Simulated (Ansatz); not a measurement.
Geometry optimisation, UKS BHLYP-D4/6-31G* (Ansatz 0.2.0).

Input file:

```yaml
crystal:
  periodic: [false, false, false]
  atoms:
    - { symbol: B, position_ang: [-1.351174, -0.559706, -1.008012] }
    - { symbol: Si, position_ang: [0.891101, 0.801955, 0.920048] }
    - { symbol: "N", position_ang: [-0.79843, -1.603823, -1.334484] }
    - { symbol: H, position_ang: [0.520671, -0.347379, 0.129878] }
    - { symbol: F, position_ang: [-1.888457, 0.553353, -0.634631] }
    - { symbol: H, position_ang: [2.19172, 0.566742, 1.57843] }
    - { symbol: H, position_ang: [1.001269, 1.990039, 0.050603] }
    - { symbol: H, position_ang: [-0.129495, 1.059404, 1.954876] }
    - { symbol: H, position_ang: [-0.437106, -2.460386, -1.656808] }
magnetization:
  spin_polarized: true
basis:
  gaussian: { orbitals: "6-31G*" }
hamiltonian:
  xc: { name: BHLYP }
  dispersion: d4
relax:
  f_tol: 0.03
  max_steps: 50
output:
  orbitals: {}
```

Run as:

```bash
$ ansatz run input.yaml --threads 2 --pin off --max-ram 3072MiB --backend cpu --events-out ev --progress --plain --runs-dir out
```

Q: Where does it end, and by what steps?

A: It converged. After 11 steps the energy has fallen by 0.200 eV; H9 moved furthest, 0.83 Å.

```csv
step,energy less start (eV),largest force component (eV/Å),accepted
0,0.0000,0.637,yes
1,-0.1394,0.212,yes
2,-0.1792,0.162,yes
3,-0.1768,1.488,no
4,-0.1875,0.181,yes
5,-0.1926,0.153,yes
6,-0.1946,0.343,yes
7,-0.1980,0.150,yes
8,-0.1996,0.053,yes
9,-0.2001,0.085,yes
10,-0.1997,0.084,no
11,-0.2003,0.009,yes
```

```xyz
9
Properties=species:S:1:pos:R:3
B -1.408 -0.769 -1.202
Si 1.058 1.001 1.140
N -1.224 -1.867 -1.715
H 1.026 -0.319 0.480
F -1.606 0.389 -0.664
H 2.319 1.133 1.897
H 0.985 2.064 0.120
H -0.085 1.118 2.064
H -1.065 -2.750 -2.120
```

Whether the end is a true minimum wasn't checked by a vibrational analysis.

Run time: 23 s on 2 threads of Intel(R) Xeon(R) Platinum 8488C (Sapphire Rapids), on a shared host, peak memory 0.22 GiB.
